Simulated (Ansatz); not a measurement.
B5N4H16⁻, a cluster cut from zinc blende BN (hydrogen-capped). The state is a triplet with charge -1. Geometry r2SCAN-D4/def2-SVP, that of the charge -1 singlet; atoms count from 1.

```xyz
25

N    -0.1148    0.5050   -1.3257
N    -1.6558    0.2951    0.7142
N     0.5556   -1.7219   -0.2488
N     0.8842    0.4934    1.0002
B     0.3129   -0.9713   -1.6440
B    -1.5813    0.7489   -0.8217
B     0.9540    1.2408   -0.4036
B    -0.4889    0.7397    1.7196
B     1.4008   -0.9854    0.8970
H    -0.0653    0.9891   -2.2234
H    -1.7917   -0.7158    0.7695
H    -2.5241    0.6784    1.0888
H     1.0509   -2.5873   -0.4655
H    -0.3375   -2.0405    0.1312
H     1.5730    0.9684    1.5856
H    -0.5723   -1.5873   -2.2535
H     1.3825   -0.9924   -2.2541
H    -2.4047    0.0722   -1.4530
H    -1.8587    1.9484   -0.8557
H     0.6424    2.4264   -0.2638
H     2.0819    1.1190   -0.8886
H    -0.6502    1.9387    1.9500
H    -0.6000    0.0584    2.7482
H     2.5806   -1.0101    0.5447
H     1.2266   -1.6098    1.9526
```

The highest occupied level of the charge -1 triplet lies above zero (up to 2.61 eV). By energy differences it is unbound by 1.19 eV (vertical, against the charge 0 doublet, at PBE0-D4/def2-TZVP) and held by the finite basis. At PBE0-D4/def2-TZVP a singlet of charge -1 lies 6.01 eV below the triplet at the same geometry.

**Question.** Estimate the Mulliken populations from the PBE0/def2-TZVP orbitals of Ansatz.

**Answer.** 
```json
{"atom": "N1", "charge (e)": "-0.08", "spin (α − β)": "0.00"}
{"atom": "N2", "charge (e)": "0.06", "spin (α − β)": "-0.28"}
{"atom": "N3", "charge (e)": "0.05", "spin (α − β)": "-0.27"}
{"atom": "N4", "charge (e)": "-0.08", "spin (α − β)": "0.00"}
{"atom": "B5", "charge (e)": "-0.33", "spin (α − β)": "0.20"}
{"atom": "B6", "charge (e)": "-0.33", "spin (α − β)": "0.20"}
{"atom": "B7", "charge (e)": "-0.32", "spin (α − β)": "0.17"}
{"atom": "B8", "charge (e)": "-0.33", "spin (α − β)": "0.20"}
{"atom": "B9", "charge (e)": "-0.33", "spin (α − β)": "0.20"}
{"atom": "H10", "charge (e)": "0.19", "spin (α − β)": "0.00"}
{"atom": "H11", "charge (e)": "-0.09", "spin (α − β)": "0.42"}
{"atom": "H12", "charge (e)": "0.15", "spin (α − β)": "0.09"}
{"atom": "H13", "charge (e)": "0.16", "spin (α − β)": "0.08"}
{"atom": "H14", "charge (e)": "-0.09", "spin (α − β)": "0.41"}
{"atom": "H15", "charge (e)": "0.19", "spin (α − β)": "0.00"}
{"atom": "H16", "charge (e)": "0.04", "spin (α − β)": "0.02"}
{"atom": "H17", "charge (e)": "-0.01", "spin (α − β)": "0.07"}
{"atom": "H18", "charge (e)": "0.04", "spin (α − β)": "0.02"}
{"atom": "H19", "charge (e)": "-0.01", "spin (α − β)": "0.07"}
{"atom": "H20", "charge (e)": "0.03", "spin (α − β)": "0.11"}
{"atom": "H21", "charge (e)": "0.03", "spin (α − β)": "0.11"}
{"atom": "H22", "charge (e)": "-0.01", "spin (α − β)": "0.07"}
{"atom": "H23", "charge (e)": "0.04", "spin (α − β)": "0.03"}
{"atom": "H24", "charge (e)": "-0.01", "spin (α − β)": "0.06"}
{"atom": "H25", "charge (e)": "0.04", "spin (α − β)": "0.02"}
```
Mulliken values depend strongly on the basis.

**Question.** Where does the spin sit?

**Answer.** Summed by element: N -0.55, B 0.97, H 1.58, of 2 unpaired in all. Largest on single atoms: H11 0.42, H14 0.41, N2 -0.28.

**Question.** And the Mayer bond orders between heavy atoms (over 0.3)?

**Answer.** N1–B5 0.84 (1.57 Å); N1–B6 0.84 (1.57 Å); N1–B7 0.88 (1.59 Å); N2–B6 0.76 (1.60 Å); N2–B8 0.76 (1.60 Å); N3–B5 0.76 (1.60 Å); N3–B9 0.76 (1.60 Å); N4–B7 0.88 (1.59 Å); N4–B8 0.84 (1.57 Å); N4–B9 0.84 (1.57 Å).
